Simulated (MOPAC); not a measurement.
Job for MOPAC: PM6 on FHMgSe (SMILES [F][Mg][SeH]), a point of a bond scan (R = 1.770 Å).

```
PM6 1SCF PRECISE CHARGE=0 THREADS=1
FHMgSe

Mg     0.53471100 1    -1.04785740 1     0.34360513 1
F      1.29905719 1    -2.54739150 1     0.84087691 1
Se    -0.50665601 1     1.00609324 1    -0.37394579 1
H     -0.95675970 1     1.35115199 1     1.30239270 1
```

Program output:

```
*******************************************************************************
 **                                                                           **
 **                              MOPAC v23.2.5                                **
 **                                                                           **
 *******************************************************************************
 ** MOPAC's Digital Object Identifier: https://doi.org/10.5281/zenodo.6511958 **
 **                                                                           **
 ** Please cite the open-source release paper for use of this MOPAC version:  **
 ** J. E. Moussa and J. J. P. Stewart (2026)                                  **
 ** MOPAC: An open-source semiempirical molecular orbital program             **
 ** J. Open Source Softw., 11(119), 8025, https://doi.org/10.21105/joss.08025 **
 *******************************************************************************

                              PM6 CALCULATION RESULTS

 *******************************************************************************
 *  PM6        - The PM6 Hamiltonian to be used
 *
 *
 *
 *                 CHARGE ON SYSTEM = 0
 *
 *
 *
 *  PRECISE    - TIGHTER CRITERIA TO BE USED
 *  1SCF       - DO 1 SCF AND THEN STOP
 *  THREADS=1  - MULTI-THREADING NOT USED
 *  T=         - A TIME OF 172800.0 SECONDS REQUESTED
 *  DUMP=N     - RESTART FILE WRITTEN EVERY 7200.0 SECONDS REQUESTED
 *******************************************************************************
PM6 1SCF PRECISE CHARGE=0 THREADS=1
 FHMgSe

   ATOM   CHEMICAL          X               Y               Z
  NUMBER   SYMBOL      (ANGSTROMS)     (ANGSTROMS)     (ANGSTROMS)

     1      Mg          0.53471100  *  -1.04785740  *   0.34360513  *
     2       F          1.29905719  *  -2.54739150  *   0.84087691  *
     3      Se         -0.50665601  *   1.00609324  *  -0.37394579  *
     4       H         -0.95675970  *   1.35115199  *   1.30239270  *



          CARTESIAN COORDINATES

    NO.       ATOM           X           Y           Z

     1        Mg          0.5347     -1.0479      0.3436
     2         F          1.2991     -2.5474      0.8409
     3        Se         -0.5067      1.0061     -0.3739
     4         H         -0.9568      1.3512      1.3024

 General Reference for PM6:
 "Optimization of Parameters for Semiempirical Methods V: Modification of NDDO Approximations
 and Application to 70 Elements", J. J. P. Stewart, J. Mol. Mod., 13, 1173-1213 (2007)
 URL: https://link.springer.com/article/10.1007/s00894-007-0233-4

           Empirical Formula: H Mg F Se  =     4 atoms



      MOLECULAR POINT GROUP   :   Cs


      RHF CALCULATION, NO. OF DOUBLY OCCUPIED LEVELS = 8


 -------------------------------------------------------------------------------
 PM6 1SCF PRECISE CHARGE=0 THREADS=1
 FHMgSe



     1SCF WAS SPECIFIED, SO BFGS WAS NOT USED
     SCF FIELD WAS ACHIEVED


                              PM6 CALCULATION
                                                       MOPAC v23.2.5 Linux




          FINAL HEAT OF FORMATION =        -50.98557 KCAL/MOL =    -213.32363 KJ/MOL


          COSMO AREA              =        105.20 SQUARE ANGSTROMS
          COSMO VOLUME            =         87.06 CUBIC ANGSTROMS

          IONIZATION POTENTIAL    =          9.046345 EV
          HOMO LUMO ENERGIES (EV) =         -9.046 -1.066
          NO. OF FILLED LEVELS    =          8
          MOLECULAR WEIGHT        =        123.2713         POINT GROUP:  Cs

          MOLECULAR DIMENSIONS (Angstroms)

            Atom       Atom       Distance
            H     4    F     2     4.52773
           Se     3    F     2     1.62868
            H     4   Mg     1     0.00000


          SCF CALCULATIONS        =          1





   ATOM   CHEMICAL          X               Y               Z
  NUMBER   SYMBOL      (ANGSTROMS)     (ANGSTROMS)     (ANGSTROMS)

     1      Mg          0.53471100  *  -1.04785740  *   0.34360513  *
     2       F          1.29905719  *  -2.54739150  *   0.84087691  *
     3      Se         -0.50665601  *   1.00609324  *  -0.37394579  *
     4       H         -0.95675970  *   1.35115199  *   1.30239270  *

                             CARTESIAN COORDINATES

   1   Mg        0.534711000    -1.047857400     0.343605130
   2    F        1.299057190    -2.547391500     0.840876910
   3   Se       -0.506656010     1.006093240    -0.373945790
   4    H       -0.956759700     1.351151990     1.302392700


           Empirical Formula: H Mg F Se  =     4 atoms



      MOLECULAR POINT GROUP   :   Cs


                  EIGENVALUES
 -36.74699 -23.42132 -13.82796 -13.39236 -13.38851 -12.69829 -11.37631  -9.04635
  -1.06574   0.49363   2.02889   2.03068   2.35765


              NET ATOMIC CHARGES AND DIPOLE CONTRIBUTIONS

  ATOM NO.   TYPE          CHARGE      No. of ELECS.   s-Pop       p-Pop
    1         Mg           0.650309        1.3497     0.93787     0.41182
    2          F          -0.571799        7.5718     1.95885     5.61295
    3         Se          -0.216641        6.2166     1.99248     4.22416
    4          H           0.138131        0.8619     0.86187
 DIPOLE           X         Y         Z       TOTAL
 POINT-CHG.    -2.005     3.573     0.017     4.097
 HYBRID         0.424    -0.907     0.550     1.142
 SUM           -1.581     2.666     0.567     3.151


          ATOMIC ORBITAL ELECTRON POPULATIONS

     Atom    s        px        py        pz
    1 Mg   0.93787   0.09418   0.26584   0.05180
    2  F   1.95885   1.91666   1.74509   1.95120
    3 Se   1.99248   1.78776   1.34059   1.09581
    4  H   0.86187

 **********************
 *                    *
 * JOB ENDED NORMALLY *
 *                    *
 **********************




 == MOPAC DONE ==
```

The run finished.

Cost: very roughly 0.020 core-seconds.
